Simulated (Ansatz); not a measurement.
An input meant for `c1ccc(-c2ccc(-c3ccc(-c4ccc(-c5ccc(-c6ccc(-c7ccccc7)cc6)cc5)cc4)cc3)cc2)cc1` with charge +1 (charge 1, doublet; atoms displaced at random, 0.15 Å in each coordinate).

```yaml
crystal:
  periodic: [false, false, false]
  atoms:
    - {symbol: C, position_ang: [-14.443185, -0.365032, 0.730024]}
    - {symbol: C, position_ang: [-13.633010, -1.651957, 1.062067]}
    - {symbol: C, position_ang: [-11.968543, -1.424452, 0.708412]}
    - {symbol: C, position_ang: [-11.782089, -0.075258, 0.748378]}
    - {symbol: C, position_ang: [-10.221448, -0.288796, 0.446774]}
    - {symbol: C, position_ang: [-9.399688, 0.792826, -0.099559]}
    - {symbol: C, position_ang: [-8.010607, 0.679172, -0.071405]}
    - {symbol: C, position_ang: [-7.256948, -0.090065, 0.384460]}
    - {symbol: C, position_ang: [-5.676875, -0.140914, 0.544009]}
    - {symbol: C, position_ang: [-5.101680, 0.098609, -0.847241]}
    - {symbol: C, position_ang: [-3.771951, 0.420691, -0.941415]}
    - {symbol: C, position_ang: [-2.783176, -0.070075, 0.065797]}
    - {symbol: C, position_ang: [-1.556066, -0.314900, -0.002993]}
    - {symbol: C, position_ang: [-0.738861, 0.817053, -0.750137]}
    - {symbol: C, position_ang: [0.418183, 1.095484, -0.956754]}
    - {symbol: C, position_ang: [1.538193, -0.018840, 0.010266]}
    - {symbol: C, position_ang: [2.914284, 0.135610, 0.058621]}
    - {symbol: C, position_ang: [3.511329, -0.113903, 1.057175]}
    - {symbol: C, position_ang: [5.169196, 0.012670, 0.714363]}
    - {symbol: C, position_ang: [5.903507, 0.090926, -0.381857]}
    - {symbol: C, position_ang: [7.220905, 0.199276, -0.585429]}
    - {symbol: C, position_ang: [7.809977, 0.360246, 0.660193]}
    - {symbol: C, position_ang: [9.341891, 0.821981, 0.483423]}
    - {symbol: C, position_ang: [10.071677, 0.246015, -0.622671]}
    - {symbol: C, position_ang: [11.674929, 0.243215, -0.528155]}
    - {symbol: C, position_ang: [12.492513, 0.426095, -2.111083]}
    - {symbol: C, position_ang: [13.812407, 0.870084, -1.833059]}
    - {symbol: C, position_ang: [14.428724, 0.626468, -0.799558]}
    - {symbol: C, position_ang: [13.862578, 0.045684, 0.349268]}
    - {symbol: C, position_ang: [12.174725, 0.309260, 0.503808]}
    - {symbol: C, position_ang: [9.212628, -0.338782, -1.750878]}
    - {symbol: C, position_ang: [7.991060, -0.174450, -1.601350]}
    - {symbol: C, position_ang: [4.947316, 0.447093, -1.514904]}
    - {symbol: D, position_ang: [3.924147, 0.424024, -1.203145]}
    - {symbol: C, position_ang: [0.851195, -0.981123, 0.829922]}
    - {symbol: C, position_ang: [-0.291247, -0.799363, 0.957295]}
    - {symbol: C, position_ang: [-3.478384, -0.723124, 1.424539]}
    - {symbol: C, position_ang: [-5.003326, -0.649032, 1.351387]}
    - {symbol: C, position_ang: [-7.861813, -1.193414, 1.047509]}
    - {symbol: C, position_ang: [-9.640233, -1.518319, 1.392692]}
    - {symbol: C, position_ang: [-12.307131, 1.096435, 0.715873]}
    - {symbol: C, position_ang: [-13.650638, 0.708084, 0.569380]}
    - {symbol: H, position_ang: [-15.310715, -0.399339, 1.045757]}
    - {symbol: H, position_ang: [-14.381985, -2.232441, 0.803279]}
    - {symbol: H, position_ang: [-11.626685, -2.184597, 0.660191]}
    - {symbol: H, position_ang: [-10.107391, 1.367538, -0.735022]}
    - {symbol: H, position_ang: [-7.562840, 1.367408, -0.813321]}
    - {symbol: H, position_ang: [-5.899631, 0.691286, -1.857466]}
    - {symbol: H, position_ang: [-3.485298, 0.590154, -1.915066]}
    - {symbol: H, position_ang: [-1.170117, 1.620403, -1.301555]}
    - {symbol: H, position_ang: [1.061025, 1.611097, -1.485521]}
    - {symbol: H, position_ang: [3.150706, -0.475057, 2.044472]}
    - {symbol: H, position_ang: [5.685237, -0.203493, 2.001945]}
    - {symbol: H, position_ang: [7.395621, 0.893186, 1.751522]}
    - {symbol: H, position_ang: [9.880246, 1.152734, 1.238360]}
    - {symbol: H, position_ang: [11.656643, 0.596515, -2.680519]}
    - {symbol: H, position_ang: [14.128805, 0.885785, -2.945685]}
    - {symbol: H, position_ang: [15.530153, 0.332978, -0.905284]}
    - {symbol: H, position_ang: [14.356809, -0.171078, 1.213972]}
    - {symbol: H, position_ang: [11.955532, 0.006502, 1.524701]}
    - {symbol: H, position_ang: [9.597581, -0.680221, -2.969073]}
    - {symbol: H, position_ang: [7.487917, -0.479046, -2.346306]}
    - {symbol: H, position_ang: [5.264759, 0.999595, -2.231259]}
    - {symbol: H, position_ang: [3.260513, 0.634323, -2.298316]}
    - {symbol: H, position_ang: [1.323423, -1.563261, 1.402581]}
    - {symbol: H, position_ang: [-0.916969, -1.506787, 1.675376]}
    - {symbol: H, position_ang: [-2.967648, -0.905287, 2.319903]}
    - {symbol: H, position_ang: [-5.350444, -0.501005, 2.327523]}
    - {symbol: H, position_ang: [-7.368383, -2.047715, 1.922647]}
    - {symbol: H, position_ang: [-9.926328, -1.993514, 1.692365]}
    - {symbol: H, position_ang: [-11.635063, 1.820771, 0.480316]}
    - {symbol: H, position_ang: [-14.227864, 1.935052, 0.958473]}
basis:
  gaussian: {orbitals: STO-3G}
total_charge: 1
magnetization: {spin_polarized: true, initial_magnetization: 1}
hamiltonian: {xc: {name: RPBE}, dispersion: d3bj}
accuracy: high
scf: {omitted_lower_state_checks: [starts]}
output: {forces: true}
```

```sh
$ ansatz run in.yaml --threads 2 --pin off --events-out ev --progress --plain --max-ram 32768MiB --backend cuda --devices 0, --max-vram 18GiB
```

It prints (some lines left out):

```
Error: YAML parse error: error: line 37 column 16: `D` is not an element symbol (H … Og, case-exact)
35 |     - {symbol: C, position_ang: [7.991060, -0.174450, -1.601350]}
36 |     - {symbol: C, position_ang: [4.947316, 0.447093, -1.514904]}
37 |     - {symbol: D, position_ang: [3.924147, 0.424024, -1.203145]}
38 |     - {symbol: C, position_ang: [0.851195, -0.981123, 0.829922]}
39 |     - {symbol: C, position_ang: [-0.291247, -0.799363, 0.957295]}
```

Problem. Something in this input is off. What?

Solution. An element symbol is wrong. The program refused the input.
